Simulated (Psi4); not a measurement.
Psi4 input (wB97X-D/6-311+G**):

```
memory 1500 MB

molecule {
0 2
C     1.90359200    0.42503800   -0.27328600
N     0.69711300    0.61282000    0.45872700
B    -0.50893500   -0.09882300    0.10302800
O    -0.47964900   -1.45848400   -0.04558300
O    -1.70198500    0.56803100   -0.02987900
H     2.76544700    0.85238400    0.24244700
H     2.08366700   -0.64140500   -0.47253200
H     1.82991600    0.89857700   -1.26527000
H    -1.35794400   -1.83759200   -0.16022300
H    -1.62467900    1.50580600    0.17276600
symmetry c1
no_reorient
no_com
}

set {
  basis 6-311+G**
  reference uks
  scf_type df
  df_basis_scf def2-universal-jkfit
  dft_radial_points 99
  dft_spherical_points 590
  e_convergence 1e-8
  d_convergence 1e-7
  maxiter 150
}

e = energy('wb97x-d')
print_out(f'\nFINAL {e:.10f} DIPOLE {variable("CURRENT DIPOLE")[0]:.6f} {variable("CURRENT DIPOLE")[1]:.6f} {variable("CURRENT DIPOLE")[2]:.6f}\n')
```

From the output:

```
              A
    DOCC [    19 ]
    SOCC [     1 ]
    NA   [    20 ]
    NB   [    19 ]

  @DF-UKS Final Energy:  -271.23098032766137

   => Energetics <=

    Nuclear Repulsion Energy =            163.8785028908904735
    One-Electron Energy =                -694.6357870082456429
    Two-Electron Energy =                 284.1345612772562959
    DFT Exchange-Correlation Energy =     -24.6056243538100610
    Empirical Dispersion Energy =          -0.0026331337523975
    VV10 Nonlocal Energy =                  0.0000000000000000
    Total Energy =                       -271.2309803276613707

  UHF NO Occupations:
  HONO-2 :   18  A 1.9994216
  HONO-1 :   19  A 1.9991287
  HONO-0 :   20  A 1.0000000
  LUNO+0 :   21  A 0.0008713
  LUNO+1 :   22  A 0.0005784
  LUNO+2 :   23  A 0.0003352
  LUNO+3 :   24  A 0.0002065

Computation Completed

Properties will be evaluated at   0.000000,   0.000000,   0.000000 [a0]

Properties computed using the SCF density matrix

 Multipole Moments:

 ------------------------------------------------------------------------------------
     Multipole            Electronic (a.u.)      Nuclear  (a.u.)        Total (a.u.)
 ------------------------------------------------------------------------------------

 L = 1.  Multiply by 2.5417464519 to convert [e a0] to [Debye]
 Dipole X            :         -0.0006779            0.0000057           -0.0006723
 Dipole Y            :          0.2058307           -0.0000019            0.2058288
 Dipole Z            :         -0.4354567            0.0000094           -0.4354472
 Magnitude           :                                                    0.4816433

 ------------------------------------------------------------------------------------

FINAL -271.2309803277 DIPOLE -0.000672 0.205829 -0.435447

*** Psi4 exiting successfully. Buy a developer a beer!
```

The geometry given is a B3LYP-D3(BJ)/def2-TZVP minimum.
